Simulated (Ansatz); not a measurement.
Li₂Al₂⁻, relaxed as a quartet with UKS PBE-D4/def2-TZVPD in Ansatz, starting from the PBE-D4/def2-TZVPD geometry of the charge -1 doublet. Force threshold 0.02 eV/Å.

The highest occupied level of the charge -1 quartet lies above zero (up to 0.75 eV). The electron is either unbound and held by the finite basis, or the level is raised by self-interaction error. At PBE-D4/def2-TZVPD a doublet of charge -1 lies 0.83 eV below the quartet, each at its own geometry. The structure comes from a short search, and lower isomers may exist.

Start:

```csv
atom,x (Å),y (Å),z (Å)
Li1,-0.388,-0.143,1.741
Li2,-0.781,-1.172,-1.103
Al3,1.551,-0.128,-0.168
Al4,-0.382,1.444,-0.470
```

| step | energy (eV) | largest force component (eV/Å) | SCF passes |
| --- | --- | --- | --- |
| 1 | -13594.2376 | 0.402 | 21 |
| 2 | -13594.3798 | 0.123 | 29 |
| 3 (rejected) | -13594.3122 | 0.446 | 25 |
| 4 | -13594.4029 | 0.056 | 21 |
| 5 | -13594.4047 | 0.021 | 21 |
| 6 | -13594.4051 | 0.005 | 16 |

Force components are those of the run's own axes.

End:

Cartesian coordinates in Å:
```
Li -0.5582 -0.3658 1.6715
Li -0.9092 -1.2861 -0.8709
Al 1.7154 0.0282 -0.2471
Al -0.2480 1.6237 -0.5534
```

By distances, no bond broke or formed. The bond that changes most is Li1–Li2, from 3.05 to 2.73 Å (atoms count from 1).

No frequencies were taken in this run, so the end may be a saddle point.

Hardware: 4 threads of Intel Xeon Platinum 8259CL on a shared host. Wall time 6.5 s.
